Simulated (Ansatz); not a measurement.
```yaml
crystal:
  periodic: [false, false, false]
  atoms:
    - {symbol: C, position_ang: [-0.118290, 1.002234, -2.588847]}
    - {symbol: C, position_ang: [-0.112719, 2.170537, -1.427827]}
    - {symbol: C, position_ang: [1.302404, 2.829401, -1.417489]}
    - {symbol: O, position_ang: [-0.482383, 1.835540, -0.215904]}
    - {symbol: Ti, position_ang: [0.036475, 0.767164, 1.354402]}
    - {symbol: O, position_ang: [1.153376, 1.521010, 2.401513]}
    - {symbol: O, position_ang: [-1.547565, 0.502058, 2.256052]}
    - {symbol: O, position_ang: [0.588733, -0.889737, 0.727469]}
    - {symbol: C, position_ang: [0.299151, -2.175993, 0.629269]}
    - {symbol: C, position_ang: [-1.112514, -2.379839, -0.378357]}
    - {symbol: C, position_ang: [-0.114706, -2.727374, 1.956375]}
    - {symbol: H, position_ang: [-0.013222, 1.374623, -3.388433]}
    - {symbol: H, position_ang: [0.488524, 0.400306, -2.092891]}
    - {symbol: H, position_ang: [-0.893246, 0.617519, -2.464596]}
    - {symbol: H, position_ang: [-0.656713, 2.853561, -1.718783]}
    - {symbol: H, position_ang: [2.111241, 2.125428, -1.290646]}
    - {symbol: H, position_ang: [1.647705, 3.179571, -2.409760]}
    - {symbol: H, position_ang: [1.452778, 3.613814, -0.711412]}
    - {symbol: H, position_ang: [2.125782, 1.090806, 2.596904]}
    - {symbol: H, position_ang: [-2.403962, 0.992395, 2.040774]}
    - {symbol: H, position_ang: [1.036067, -2.769038, 0.130205]}
    - {symbol: H, position_ang: [-0.902890, -1.935361, -1.157168]}
    - {symbol: H, position_ang: [-1.920755, -1.977333, 0.248131]}
    - {symbol: H, position_ang: [-1.200449, -3.479024, -0.431038]}
    - {symbol: H, position_ang: [-0.831257, -2.448111, 2.527975]}
    - {symbol: H, position_ang: [-0.490057, -3.868801, 2.174819]}
    - {symbol: H, position_ang: [0.903873, -2.481962, 2.771946]}
basis:
  gaussian: {orbitals: cc-pVDZ, fitting: {mean_field: cc-pVTZ-jkfit}}
total_charge: 1
magnetization: {spin_polarized: true, initial_magnetization: 1}
hamiltonian: {xc: {name: r2SCAN0}}
accuracy: high
output: {forces: true}
```

```sh
$ ansatz run in.yaml --threads 10 --pin off --events-out ev --progress --plain --max-ram 110592MiB --backend cpu
```

(1) How does Ansatz answer? (An estimate is asked.)

Results:

(1) Computed: The program refused the input.
```
Functional definition: r2SCAN0
Error: <dir> the basis set cc-pVTZ-JKFIT has no functions for Ti
```
